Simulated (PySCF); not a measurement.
## Electron correlation in Ge²⁺ (germanium, charge +2)

[Ar] 3d10 4s2, closed-shell 1S. Calculation: PySCF 2.14, in aug-cc-pVTZ-DK; the spin-free X2C one-electron Hamiltonian (Gaussian nucleus). Frozen: [Ar] 3d10; 2 electrons correlated.

With two correlated electrons CCSD is exact within the correlated space (frozen core and kept virtual orbitals).

| level | correlation energy (mhartree) |
| --- | --- |
| CCSD | -39.42 |

Diagnostics: T1 = 0.0045, D1 = 0.0064, largest double amplitude 0.101.

Cost of the coupled-cluster step: roughly 0.3 core-seconds, for 2 correlated electrons.

Iterations:

```
CC2 = 0
CCSD nocc = 1, nmo = 45
frozen orbitals [0, 1, 2, 3, 4, 5, 6, 7, 8, 9, 10, 11, 12, 13]
max_cycle = 100
direct = 0
conv_tol = 1e-08
conv_tol_normt = 1e-06
diis_space = 8
diis_start_cycle = 0
Init t2, MP2 energy = -2096.24779024469  E_corr(MP2) -0.0285282071942191
Init E_corr(CCSD) = -0.0285282071979536
cycle = 1  E_corr(CCSD) = -0.0352712124465998  dE = -0.00674300525  norm(t1,t2) = 0.040219
cycle = 2  E_corr(CCSD) = -0.0377001347005216  dE = -0.00242892225  norm(t1,t2) = 0.0167656
cycle = 3  E_corr(CCSD) = -0.039435572835719  dE = -0.00173543814  norm(t1,t2) = 0.00722657
cycle = 4  E_corr(CCSD) = -0.0394223449025067  dE = 1.32279332e-05  norm(t1,t2) = 0.000203523
cycle = 5  E_corr(CCSD) = -0.0394245828691196  dE = -2.23796661e-06  norm(t1,t2) = 1.47945e-05
cycle = 6  E_corr(CCSD) = -0.0394236573000062  dE = 9.25569113e-07  norm(t1,t2) = 3.22234e-06
cycle = 7  E_corr(CCSD) = -0.0394237760577412  dE = -1.18757735e-07  norm(t1,t2) = 5.52402e-07
cycle = 8  E_corr(CCSD) = -0.0394237760250344  dE = 3.27068858e-11  norm(t1,t2) = 3.27939e-08
CCSD converged
E(CCSD) = -2096.258685813525  E_corr = -0.03942377602503435
```
